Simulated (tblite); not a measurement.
H8N2Si2.
SMILES with atom numbers: `[NH2:1][SiH2:2][SiH2:3][NH2:4]` (hydrogens: H5, H6 on N1; H7, H8 on Si2; H9, H10 on Si3; H11, H12 on N4)

The geometry is computed with GFN2-xTB (gas phase).

Give the optimised bond lengths and angles.

```csv
bond,length (Å)
"N1–Si2, Si3–N4",1.729
Si2–Si3,2.295
N1–H5 and 3 like bonds,1.008
"Si2–H7, Si3–H9",1.469
"Si2–H8, Si3–H10",1.478
```

Bonds in one row agree within 0.01 Å and their mean is given. A selection of angles:
```csv
angle,degrees
Si2–N1–H5,119.0
Si2–N1–H6,118.0
H5–N1–H6,109.4
N1–Si2–Si3,107.7
N1–Si2–H7,102.7
N1–Si2–H8,113.5
Si3–Si2–H7,116.1
Si3–Si2–H8,111.7
H7–Si2–H8,105.0
```

Dihedral angles: N1–Si2–Si3–N4 3° (synperiplanar). The mirror-image conformer, all signs reversed, is as good.

Si2 (SiH2 silicon) is distorted tetrahedral (angles from 102.7° to 116.1°). N1 (silicon-bound nitrogen) is pyramidal (angles 119.0°, 118.0° and 109.4°, sum 346.4°, 0.25 Å off the plane of its three neighbours). The 4 heavy atoms lie in one plane (0.017 Å rms).

Point group: C2 (every atom within 0.08 Å of its image). Its GFN2-xTB frequencies are all real (lowest 41 cm⁻¹). The numbers are those of one conformer (H–N1–Si2–Si3 -178° and 45°, N1–Si2–Si3–N4 3°, Si2–Si3–N4–H 45° and -178°).
